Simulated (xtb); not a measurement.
CaF, charge +1, singlet, at a GFN2-xTB geometry (such geometries of metal compounds can be far from the true shape); GFN2-xTB run with xtb.

Here is a job for xtb.
```
$ xtb mol.xyz --gfn 2 --chrg 1 --opt --json

# file mol.xyz
2

Ca    -0.00000000    -0.00000000    -0.61305209
F      0.00000000     0.00000000     1.36233797
```

**Question.** Predict the main parts of the log of this xtb run.

**Answer.** 
```
   ID    Z sym.   atoms
    1   20 Ca     1
    2    9 F      2

           -------------------------------------------------
          |                Calculation Setup                |
           -------------------------------------------------

           -------------------------------------------------
          |                 G F N 2 - x T B                 |
           -------------------------------------------------

          ...................................................
          :                      SETUP                      :
          :.................................................:
          :  # basis functions                  14          :
          :  # atomic orbitals                  13          :
          :  # shells                            5          :
          :  # electrons                         8          :
          :  max. iterations                   250          :
          :  Hamiltonian                  GFN2-xTB          :
          :  restarted?                      false          :
          :  GBSA solvation                  false          :
          :  PC potential                    false          :
          :  electronic temp.          300.0000000     K    :
          :  accuracy                    1.0000000          :
          :  -> integral cutoff          0.2500000E+02      :
          :  -> integral neglect         0.1000000E-07      :
          :  -> SCF convergence          0.1000000E-05 Eh   :
          :  -> wf. convergence          0.1000000E-03 e    :
          :  Broyden damping             0.4000000          :
          :  net charge                          1          :
          :  unpaired electrons                  0          :
          ...................................................

 iter      E             dE          RMSdq      gap      omega  full diag
   1      5.8692667  0.586927E+01  0.128E+02    2.48       0.0  T
   2     -4.0695535 -0.993882E+01  0.454E+01   41.25       1.0  T
   3     -4.1871779 -0.117624E+00  0.394E+01   20.27       1.0  T
   4     -4.3593904 -0.172212E+00  0.385E+01    7.31       1.0  T
   5      0.0002648  0.435966E+01  0.297E+01    1.03       1.0  T
   6     -3.9017741 -0.390204E+01  0.699E+01    0.39       1.0  T
   7     -3.9791691 -0.773950E-01  0.692E+01    0.41       1.0  T
   8      7.9306501  0.119098E+02  0.110E+02    3.58       1.0  T
   9     -4.2637867 -0.121944E+02  0.819E+01   12.16       1.0  T
  10     -4.1579621  0.105825E+00  0.116E+02   23.26       1.0  T
  11     -4.3254165 -0.167454E+00  0.586E+01    8.45       1.0  T
  12     -3.9985864  0.326830E+00  0.269E+01    0.38       1.0  T
  13     -3.6425701  0.356016E+00  0.272E+01    0.38       1.0  T
  14     -3.6554544 -0.128843E-01  0.237E+01    0.39       1.0  T
  15     -3.6190574  0.363970E-01  0.214E+01    0.42       1.0  T
  16     -4.6308016 -0.101174E+01  0.270E+01    1.03       1.0  T
  17     -4.2327468  0.398055E+00  0.330E+01    0.58       1.0  T
  18     -4.2239737  0.877311E-02  0.319E+01    0.58       1.0  T
  19     -4.3658019 -0.141828E+00  0.319E+01    0.69       1.0  T
  20     -4.1619931  0.203809E+00  0.272E+01    0.67       1.0  T
  21     -4.6263448 -0.464352E+00  0.239E+01    2.94       1.0  T
  22     -4.4174408  0.208904E+00  0.270E+01    6.27       1.0  T
  23     -4.5576263 -0.140186E+00  0.292E+01    3.16       1.0  T
  24     -4.0655156  0.492111E+00  0.227E+01    0.52       1.0  T
  25     -4.5481436 -0.482628E+00  0.228E+01    0.96       1.0  T
  26     -4.4961038  0.520399E-01  0.237E+01    0.92       1.0  T
  27     -4.4527849  0.433189E-01  0.235E+01    0.88       1.0  T
  28     -4.4784014 -0.256165E-01  0.234E+01    0.90       1.0  T
  29     -4.5701699 -0.917685E-01  0.207E+01    0.99       1.0  T
  30     -4.6328217 -0.626519E-01  0.140E+01    1.09       1.0  T
  31     -4.6934937 -0.606720E-01  0.772E+00    1.29       1.0  T
  32     -4.7039001 -0.104063E-01  0.352E+00    1.37       1.0  T
  33     -4.7142988 -0.103987E-01  0.193E+00    1.63       1.0  T
  34     -4.7118839  0.241486E-02  0.835E-01    1.46       1.0  T
  35     -4.7033554  0.852858E-02  0.216E+00    1.83       1.0  T
  36     -4.7152035 -0.118481E-01  0.270E-01    1.56       1.0  T
  37     -4.7121574  0.304607E-02  0.107E+00    1.70       1.0  T
  38     -4.7148530 -0.269556E-02  0.432E-01    1.61       1.0  T
  39     -4.7148217  0.312872E-04  0.433E-01    1.62       1.0  T
  40     -4.7151872 -0.365469E-03  0.190E-01    1.59       1.0  T
  41     -4.7152258 -0.386679E-04  0.104E-01    1.59       1.0  T
  42     -4.7152303 -0.449711E-05  0.560E-02    1.58       1.3  T
  43     -4.7152313 -0.100129E-05  0.211E-02    1.58       3.4  T
  44     -4.7152314 -0.435487E-07  0.496E-03    1.58      14.2  T
  45     -4.7152314 -0.109364E-08  0.147E-03    1.58      48.3  T
  46     -4.7152314 -0.314012E-09  0.366E-04    1.58     193.4  T
  47     -4.7152314 -0.161500E-09  0.180E-04    1.58     393.1  T

   *** convergence criteria satisfied after 47 iterations ***

         :::::::::::::::::::::::::::::::::::::::::::::::::::::
         ::                     SUMMARY                     ::
         :::::::::::::::::::::::::::::::::::::::::::::::::::::
         :: total energy              -4.712625509951 Eh    ::
         :: gradient norm              0.000000166269 Eh/a0 ::
         :: HOMO-LUMO gap              1.582413789531 eV    ::
         ::.................................................::
         :: SCC energy                -4.715231388522 Eh    ::
         :: -> isotropic ES            0.243599277671 Eh    ::
         :: -> anisotropic ES          0.001371046479 Eh    ::
         :: -> anisotropic XC         -0.001443390186 Eh    ::
         :: -> dispersion             -0.000417065471 Eh    ::
         :: repulsion energy           0.002605878571 Eh    ::
         :: add. restraining           0.000000000000 Eh    ::
         :: total charge               0.999999999998 e     ::
[...]
 * total energy  :    -4.7126255 Eh     change       -0.8402701E-10 Eh
   *** GEOMETRY OPTIMIZATION CONVERGED AFTER 1 ITERATIONS ***
[...]
           -------------------------------------------------

          ...................................................
          :                      SETUP                      :
          :.................................................:
          :  # basis functions                  14          :
          :  # atomic orbitals                  13          :
          :  # shells                            5          :
          :  # electrons                         8          :
          :  max. iterations                   250          :
          :  Hamiltonian                  GFN2-xTB          :
          :  restarted?                      false          :
          :  GBSA solvation                  false          :
          :  PC potential                    false          :
          :  electronic temp.          300.0000000     K    :
          :  accuracy                    1.0000000          :
          :  -> integral cutoff          0.2500000E+02      :
          :  -> integral neglect         0.1000000E-07      :
          :  -> SCF convergence          0.1000000E-05 Eh   :
          :  -> wf. convergence          0.1000000E-03 e    :
          :  Broyden damping             0.4000000          :
          :  net charge                          1          :
          :  unpaired electrons                  0          :
          ...................................................

 iter      E             dE          RMSdq      gap      omega  full diag
   1     -4.7152314 -0.471523E+01  0.990E-06    1.58       0.0  T
   2     -4.7152314  0.417533E-11  0.347E-05    1.58    2035.8  T
   3     -4.7152314 -0.443112E-11  0.374E-06    1.58   18904.5  T

   *** convergence criteria satisfied after 3 iterations ***

         :::::::::::::::::::::::::::::::::::::::::::::::::::::
         ::                     SUMMARY                     ::
         :::::::::::::::::::::::::::::::::::::::::::::::::::::
         :: total energy              -4.712625510035 Eh    ::
         :: gradient norm              0.000000143367 Eh/a0 ::
         :: HOMO-LUMO gap              1.582393190497 eV    ::
         ::.................................................::
         :: SCC energy                -4.715231388606 Eh    ::
         :: -> isotropic ES            0.243594422427 Eh    ::
         :: -> anisotropic ES          0.001370843318 Eh    ::
         :: -> anisotropic XC         -0.001443418070 Eh    ::
         :: -> dispersion             -0.000417063319 Eh    ::
         :: repulsion energy           0.002605878571 Eh    ::
         :: add. restraining           0.000000000000 Eh    ::
         :: total charge               1.000000000000 e     ::
         :::::::::::::::::::::::::::::::::::::::::::::::::::::

           -------------------------------------------------
          |                Property Printout                |
           -------------------------------------------------

    * Orbital Energies and Occupations

         #    Occupation            Energy/Eh            Energy/eV
      -------------------------------------------------------------
         1        2.0000           -1.1012183             -29.9657
         2        2.0000           -0.8061667             -21.9369
         3        2.0000           -0.7904335             -21.5088
         4        2.0000           -0.7904335             -21.5088 (HOMO)
         5                         -0.7322816             -19.9264 (LUMO)
         6                         -0.5344798             -14.5439
         7                         -0.5344798             -14.5439
         8                         -0.4172268             -11.3533
         9                         -0.2442055              -6.6452
        10                         -0.2442055              -6.6452
        11                         -0.2211830              -6.0187
        12                         -0.2211830              -6.0187
        13                          0.0404411               1.1005
      -------------------------------------------------------------
                  HL-Gap            0.0581519 Eh            1.5824 eV
             Fermi-level           -0.7610411 Eh          -20.7090 eV

     #   Z          covCN         q      C6AA      α(0)
     1  20 Ca       0.606     0.990  1308.252   143.039
     2   9 F        0.606     0.010     9.313     3.600

 Mol. C6AA /au·bohr⁶  :       1447.010834
 Mol. C8AA /au·bohr⁸  :     203247.165874
 Mol. α(0) /au        :        146.638993

Wiberg/Mayer (AO) data.
largest (>0.10) Wiberg bond orders for each atom

 ---------------------------------------------------------------------------
     #   Z sym  total        # sym  WBO       # sym  WBO       # sym  WBO
 ---------------------------------------------------------------------------
     1  20 Ca   1.516 --     2 F    1.516
     2   9 F    1.516 --     1 Ca   1.516
 ---------------------------------------------------------------------------

Topologies differ in total number of bonds
Writing topology from bond orders to xtbtopo.mol

molecular dipole:
                 x           y           z       tot (Debye)
 q only:        0.000       0.000      -1.120
   full:        0.000      -0.000      -1.971       5.010
molecular quadrupole (traceless):
                xx          xy          yy          xz          yz          zz
 q only:       -0.698       0.000      -0.698       0.000       0.000       1.396
  q+dip:       -1.202       0.000      -1.202      -0.000       0.000       2.404
   full:        0.211       0.000       0.211      -0.000       0.000      -0.422

optimized geometry written to: xtbopt.xyz

           -------------------------------------------------
          | TOTAL ENERGY               -4.712625510035 Eh   |
          | GRADIENT NORM               0.000000143367 Eh/α |
          | HOMO-LUMO GAP               1.582393190497 eV   |
           -------------------------------------------------
```
